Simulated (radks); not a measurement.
Initial-state core-level shifts of neutral rhenium when its valence configuration changes from [Xe] 4f14 5d5 6s2. All-electron calculation, scalar-relativistic Kohn-Sham, PBE, spin-unpolarised, spherical densities, finite nucleus; Fermi nuclear charge, rms radius 5.3698 fm. Program: a radial shooting solver on a logarithmic mesh with Libxc functionals. Shifts are changes of the shell-averaged eigenvalues in eV (positive: less bound); the change of the density at the nucleus, which sets a Mossbauer isomer shift, is in e/bohr^3, on a base of 1.649e+06.

| valence | 2s | 3d | 4s | 4p | density at nucleus |
|---|---|---|---|---|---|
| 4f14 5d7 | +4.035 | +4.012 | +3.990 | +3.996 | -185.2 |
| 4f13.5 5d5 6s2 6p0.5 | -7.653 | -8.312 | -7.740 | -7.552 | +66.6 |
| 4f13.5 5d7.5 | -1.090 | -1.783 | -1.247 | -1.053 | -141.4 |
| 4f14 5d4.5 6s2 6p0.5 | -2.150 | -2.141 | -2.133 | -2.134 | +17.2 |
| 4f14 5d6 6s1 | +2.237 | +2.222 | +2.207 | +2.210 | -100.8 |
| 4f12.5 5d8.5 | -11.840 | -13.973 | -12.099 | -11.493 | -49.1 |
| 4f13 5d6 6s2 | -11.001 | -12.372 | -11.173 | -10.783 | +98.3 |
| 4f14 5d5 6s1 6p1 | -1.679 | -1.686 | -1.692 | -1.691 | -83.1 |
| 4f12 5d7 6s2 | -22.622 | -25.491 | -22.793 | -21.965 | +201.5 |
